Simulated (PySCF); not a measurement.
C3H7O (SMILES CC(C)[O]), doublet, at a GFN2-xTB geometry. Base run: HF/6-31G in PySCF.

The PySCF input:
```python
from pyscf import gto, scf

mol = gto.M(
    atom='''
O     0.08881149    1.41624147   -0.02329658
C     0.00962973    0.14136308    0.27258208
H     0.01101452    0.11356863    1.39709535
C    -1.32014766   -0.54404154   -0.11876877
C     1.24109746   -0.70477262   -0.12589560
H    -1.36361392   -0.61281193   -1.20330932
H     1.26961269   -0.77806021   -1.21063645
H    -2.16293297    0.05262281    0.21942231
H     2.15372551   -0.21826934    0.20741092
H    -1.38199246   -1.54074182    0.30800656
H     1.18021755   -1.70153345    0.30087704
''',
    basis='6-31g',
    spin=1,
    verbose=4,
)

mf = scf.UHF(mol)
mf.kernel()
mf.analyze()
```

Each row names what was changed in the base input (with any setting that the change needs).

```tsv
change	ΔE vs base (mEh)	fitting functions	dipole (D)
base	0.000	-	2.18
auxbasis = even-tempered beta=2.0	-1.136	352	2.19
auxbasis = def2-svp-ri	-3.841	290	2.18
auxbasis = cc-pvdz-jkfit	0.114	441	2.18
auxbasis = autoaux	-1.175	388	2.19
auxbasis = def2-universal-jfit	1.329	273	2.18
auxbasis = cc-pvtz-jkfit	0.026	526	2.18
auxbasis = def2-universal-jkfit	0.077	428	2.18
auxbasis = default (with mf = mf.density_fit())	0.114	441	2.18
auxbasis = even-tempered beta=3.0	-2.745	236	2.19
```

A fitting set is made for a task (jfit for Coulomb, jkfit for Coulomb and exchange, ri for correlation) and for a family of orbital bases.

Open shells are given as the SCF converged; they aren't shown to be the lowest states, and a large step between rows can be another state.
